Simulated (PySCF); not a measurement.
**Fractional electron number in Pt⁻ (platinum, charge -1)**

The 6s beta orbital of [Xe] 4f14 5d9 6s2 is emptied in steps (occupation f), with all orbitals relaxed, ending at [Xe] 4f14 5d9 6s1. Calculation: PySCF 2.14, in def2-TZVPPD with the def2 core potential (60 electrons); scalar relativity through the core potential. The exact energy is a straight line in f; departures are measured from the line between the end points of the same method.

Problem. Among PBE0, r2SCAN, LC-wPBE, which shows the largest delocalisation error (convex curve), and which is closest to linear?

Solution. Most convex: r2SCAN (-0.658 eV at f = 0.5); closest to linear: LC-wPBE (0.050 eV).

| f | PBE0 (eV) | r2SCAN (eV) | LC-wPBE (eV) |
| --- | --- | --- | --- |
| 1 | 0.000 | 0.000 | 0.000 |
| 0.75 | -0.386 | -0.494 | 0.037 |
| 0.5 | -0.517 | -0.658 | 0.050 |
| 0.25 | -0.390 | -0.484 | 0.037 |
| 0 | 0.000 | 0.000 | 0.000 |

```csv
method,E(f=0) − E(f=1) (eV),−ε at f=1 (eV),−ε at f=0.5 (eV)
PBE0,1.682,-0.372,1.673
r2SCAN,1.869,-0.759,1.880
LC-wPBE,1.342,1.537,1.341
```

At f = 1 the orbital energy is positive for PBE0, r2SCAN: only the finite basis holds the electron.

Reference removal energy between the ground levels: 2.125 eV (measured; photodetachment measurements, as compiled on the Wikipedia data page of electron affinities). The calculation has no spin-orbit coupling.
